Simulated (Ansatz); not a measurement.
Single points on the cluster Pd3H2⁻.

```yaml
crystal:
  periodic: [false, false, false]
  atoms:
    - {symbol: Pd, position_ang: [-1.038628, 0.280739, 0.664738]}
    - {symbol: Pd, position_ang: [-0.627693, 1.975424, -1.302842]}
    - {symbol: Pd, position_ang: [0.803903, -0.189001, -0.976694]}
    - {symbol: H, position_ang: [-0.743424, -0.874684, 1.689776]}
    - {symbol: H, position_ang: [1.605853, -1.192478, -0.074978]}
basis:
  gaussian: {orbitals: def2-SVPD, initial_orbitals: start.molden}
total_charge: -1
magnetization: {spin_polarized: true, initial_magnetization: 1}
correlation: {method: ccsd_t}
scf: {omitted_lower_state_checks: [starts, cluster_reference]}
output: {orbitals: {seedname: orbitals}}
```

The file start.molden holds the orbitals of an earlier run on this structure, at another level or in another basis.

```sh
$ ansatz run in.yaml --threads 4 --pin off --events-out ev --progress --plain --max-ram 3916MiB
```

Shortened log:

```
Functional definition: HF
1171 factors; integrals over basis functions are off by at most 4.9e-4 eV
mean field evaluation 1: about -10395.5413 eV, gradient 1.3e1 eV
mean field evaluation 2: about -10396.8716 eV, gradient 1.6e0 eV
mean field evaluation 4: about -10398.0625 eV, gradient 2.2e0 eV
mean field evaluation 8: about -10398.5456 eV, gradient 7.1e-2 eV
mean field -10398.54588120 eV, -382.1395127467 hartree, gradient 6.6e-6 eV, S^2 1.693971; 0 other end points of the search recorded, 0 dependent functions left out
reference -10398.54588120 eV, -382.1395127467 hartree; 29, 28 occupied and 89, 90 virtual orbitals, 1171 factors
second order -31.78303433 eV of doubles, -0.00000000 eV of singles
cycle   1  -28.89849363 eV  change     2.9e0 eV  update   2.7e-1
cycle   2  -30.19498876 eV  change    -1.3e0 eV  update   1.2e-1
cycle   3  -30.56399864 eV  change   -3.7e-1 eV  update   8.7e-2
cycle   4  -30.71738668 eV  change   -1.5e-1 eV  update   5.7e-2
cycle   5  -30.75016294 eV  change   -3.3e-2 eV  update   4.0e-2
cycle   6  -30.82342461 eV  change   -7.3e-2 eV  update   3.2e-2
cycle   7  -30.88660954 eV  change   -6.3e-2 eV  update   2.7e-2
cycle   8  -30.91570053 eV  change   -2.9e-2 eV  update   2.5e-2
cycle   9  -30.94127998 eV  change   -2.6e-2 eV  update   2.3e-2
cycle  10  -30.99372708 eV  change   -5.2e-2 eV  update   2.1e-2
cycle  11  -31.00801860 eV  change   -1.4e-2 eV  update   1.9e-2
cycle  12  -31.03338426 eV  change   -2.5e-2 eV  update   1.6e-2
cycle  13  -31.08855995 eV  change   -5.5e-2 eV  update   1.3e-2
cycle  14  -31.07549276 eV  change    1.3e-2 eV  update   8.7e-3
cycle  15  -31.09120131 eV  change   -1.6e-2 eV  update   6.8e-3
cycle  16  -31.11072689 eV  change   -2.0e-2 eV  update   5.6e-3
cycle  17  -31.10997183 eV  change    7.6e-4 eV  update   4.3e-3
cycle  18  -31.11177976 eV  change   -1.8e-3 eV  update   3.8e-3
cycle  19  -31.11887332 eV  change   -7.1e-3 eV  update   3.3e-3
cycle  20  -31.12373704 eV  change   -4.9e-3 eV  update   2.8e-3
cycle  21  -31.12060959 eV  change    3.1e-3 eV  update   2.4e-3
[...]
cycle  38  -31.11759143 eV  change    1.1e-4 eV  update   2.7e-4
cycle  39  -31.11752256 eV  change    6.9e-5 eV  update   2.5e-4
cycle  40  -31.11745459 eV  change    6.8e-5 eV  update   2.3e-4
cycle  41  -31.11753618 eV  change   -8.2e-5 eV  update   2.0e-4
cycle  42  -31.11765747 eV  change   -1.2e-4 eV  update   1.9e-4
cycle  43  -31.11775213 eV  change   -9.5e-5 eV  update   1.7e-4
cycle  44  -31.11796325 eV  change   -2.1e-4 eV  update   1.5e-4
cycle  45  -31.11811683 eV  change   -1.5e-4 eV  update   1.3e-4
cycle  46  -31.11818045 eV  change   -6.4e-5 eV  update   1.0e-4
cycle  47  -31.11821242 eV  change   -3.2e-5 eV  update   8.1e-5
cycle  48  -31.11815690 eV  change    5.6e-5 eV  update   6.9e-5
cycle  49  -31.11809564 eV  change    6.1e-5 eV  update   6.0e-5
cycle  50  -31.11801244 eV  change    8.3e-5 eV  update   4.8e-5
cycle  51  -31.11794770 eV  change    6.5e-5 eV  update   4.1e-5
cycle  52  -31.11790457 eV  change    4.3e-5 eV  update   3.3e-5
cycle  53  -31.11785452 eV  change    5.0e-5 eV  update   2.7e-5
cycle  54  -31.11783022 eV  change    2.4e-5 eV  update   2.2e-5
cycle  55  -31.11782274 eV  change    7.5e-6 eV  update   1.7e-5
cycle  56  -31.11781180 eV  change    1.1e-5 eV  update   1.5e-5
perturbative correction -1.42489706 eV, -0.0523640011 hartree
WARN: the results are in doubt because among natural orbitals the method converges to other amplitudes
Total energy: -10431.08859007 eV, -383.3354352391 hartree
In doubt: among natural orbitals the method converges to other amplitudes
Checks for a lower state left out: starts, cluster_reference
```

Run time 7.4 min (4 threads of Arm Neoverse V1 on a shared host), peak host memory 2.8 GiB.

First input, but with `gaussian: {orbitals: def2-TZVPD, initial_orbitals: start.molden}`, `hamiltonian: {xc: r2scan, dispersion: d4}`, `scf: {omitted_lower_state_checks: [starts]}` and without the key `correlation` (abridged; 9 s):

```
Functional definition: r2SCAN
mean field -10479.15268546 eV, -385.1017581657 hartree, gradient 4.6e-6 eV, S^2 0.764475
Total energy: -10479.20413306 eV, -385.1036488304 hartree
Checks for a lower state left out: starts
```

First input, but with `gaussian: {orbitals: def2-TZVPD, initial_orbitals: start.molden}`, `hamiltonian: {xc: pbe0, dispersion: d4}`, `scf: {omitted_lower_state_checks: [starts]}` and without the key `correlation` (abridged; 13 s):

```
Functional definition: PBE0
mean field evaluation 16: about -10473.9224 eV, gradient 7.1e-6 eV
mean field -10473.92243691 eV, -384.9095500769 hartree, gradient 7.1e-6 eV, S^2 0.765455
Total energy: -10474.12650999 eV, -384.9170496240 hartree
Checks for a lower state left out: starts
```

As the first input, with `gaussian: {orbitals: def2-TZVPD, initial_orbitals: start.molden}`, `hamiltonian: {xc: {name: wB97M-V}}`, `scf: {omitted_lower_state_checks: [starts]}` and without the key `correlation` (abridged; 63 s):

```
Functional definition: wB97M-V
mean field evaluation 16: about -10467.7320 eV, gradient 4.7e-6 eV
mean field -10467.73195980 eV, -384.6820542392 hartree, gradient 4.7e-6 eV, S^2 1.033939
Total energy: -10467.73200942 eV, -384.6820560627 hartree
Checks for a lower state left out: starts
```

First input, but with `gaussian: {orbitals: def2-TZVPD, initial_orbitals: start.molden}`, `hamiltonian: {xc: pbe, dispersion: d4}`, `scf: {omitted_lower_state_checks: [starts]}`, `output: {forces: true, orbitals: {seedname: orbitals}}` and without the key `correlation` (abridged; 4.2 s):

```
Functional definition: PBE
mean field -10477.51154293 eV, -385.0414472904 hartree, gradient 1.4e-5 eV, S^2 0.755313
Total energy: -10477.75038562 eV, -385.0502245973 hartree
Atom 0 force    -0.000858     0.003215     0.004000 eV/Å
Atom 1 force    -0.000002     0.000843     0.000349 eV/Å
Atom 2 force     0.000888    -0.006113    -0.002945 eV/Å
Atom 3 force    -0.000130    -0.002155    -0.003121 eV/Å
Atom 4 force     0.000102     0.004210     0.001717 eV/Å
Dipole moment:    -0.162963     0.331968    -0.299804 e Å
Checks for a lower state left out: starts
```

The first input with `gaussian: {orbitals: def2-TZVPD, initial_orbitals: start.molden}`, `hamiltonian: {xc: lda}`, `scf: {omitted_lower_state_checks: [starts]}` and without the key `correlation` (abridged; 1.8 s):

```
Functional definition: SPW92
mean field -10457.96092833 eV, -384.3229754557 hartree, gradient 1.9e-5 eV, S^2 0.752308
Total energy: -10457.96096952 eV, -384.3229769694 hartree
Checks for a lower state left out: starts
```

Geometry: PBE-D4/def2-TZVPD.

In the def2 sets Pd takes a core potential; there is no spin–orbit coupling. Correlated methods freeze no core orbitals; core or outer-core shells of Pd are correlated, in sets that lack core-valence functions. At CCSD(T)/def2-SVPD the program marks the result for the charge -1 doublet as doubtful (other amplitudes). At CCSD(T)/def2-SVPD T1 of the charge -1 doublet is large (up to 0.118), so the single-reference result is doubtful. At CCSD(T)/def2-SVPD, ωB97M-V/def2-TZVPD the charge -1 doublet is spin-contaminated (final ⟨S²⟩ up to 1.69, 0.75 for a pure state). Another isomer (doublet) lies 0.86 eV lower at PBE0-D4/def2-TZVPD; other spin states weren't run for this one.
